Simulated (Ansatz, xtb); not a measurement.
Relaxing a trial structure of F2H5Si3+

The starting geometry of this gas-phase singlet has its atoms placed at random.

```xyz
10

F     0.4484    0.0645    1.8122
F     0.6542    0.9271    1.3792
Si   -0.5244   -0.1953   -0.2006
Si    1.0287   -2.0314    1.2023
Si    1.5011    0.1801    0.0516
H    -0.7171   -1.0039   -1.1042
H    -0.5121   -0.6506    0.9569
H     1.5915   -1.3279   -0.9046
H    -1.6907   -0.5784    0.5139
H    -0.2408    0.4263   -1.6974
```

Question: Guess where an optimisation with r2SCAN-D4/def2-SVP ends from this start.

Answer: It ends as a structure with H7 bridging Si3 and Si4, given below by its coordinates. Distances that change by over a tenth: Si3–H6 (1.23 → 1.48 Å), Si3–H7 (1.24 → 1.64 Å), Si3–H10 (1.65 → 1.48 Å), Si5–H8 (1.79 → 2.80 Å). Contacts that open: F1–F2 (0.99 → 2.60 Å), Si3–Si5 (2.08 → 3.75 Å). Contacts that close: F1–Si5 (2.05 → 1.59 Å), Si4–Si5 (2.54 → 2.35 Å), Si4–H7 (2.08 → 1.66 Å), Si4–H8 (2.29 → 1.52 Å).

The energy falls by 31.83 eV over 44 steps:

| step | E − E(last) (eV) |
| --- | --- |
| 1 | 31.829 |
| 6 | 7.218 |
| 11 | 2.093 |
| 15 | 0.511 |
| 20 | 0.161 |
| 25 | 0.041 |
| 30 | 0.006 |
| 34 | 0.002 |
| 39 | 0.000 |
| 44 | 0.000 |

Final geometry (Å):

```yaml
atoms:
  - { symbol: F, position_ang: [0.4645, 1.2845, 2.0545] }
  - { symbol: F, position_ang: [3.0149, 1.1669, 1.5479] }
  - { symbol: Si, position_ang: [-1.3796, -0.7716, -0.5996] }
  - { symbol: Si, position_ang: [1.3399, -1.7130, 0.4988] }
  - { symbol: Si, position_ang: [1.6060, 0.4885, 1.2802] }
  - { symbol: H, position_ang: [-1.2059, -1.6412, -1.7827] }
  - { symbol: H, position_ang: [-0.2888, -1.3817, 0.4658] }
  - { symbol: H, position_ang: [1.5879, -1.2414, -0.9229] }
  - { symbol: H, position_ang: [-2.5519, -1.0375, 0.2652] }
  - { symbol: H, position_ang: [-1.0482, 0.6569, -0.7980] }
```

From the same start GFN2-xTB ends elsewhere, in pieces: FH2Si2 + FH3Si.

From so rough a start the end depends on the optimiser's path, so another program may land elsewhere. The end wasn't checked by frequencies. Run with Ansatz 0.2.0, 2.2 min on 2 threads of Intel(R) Xeon(R) Platinum 8259CL CPU @ 2.50GHz (Skylake/Cascade Lake), with other jobs on the host.
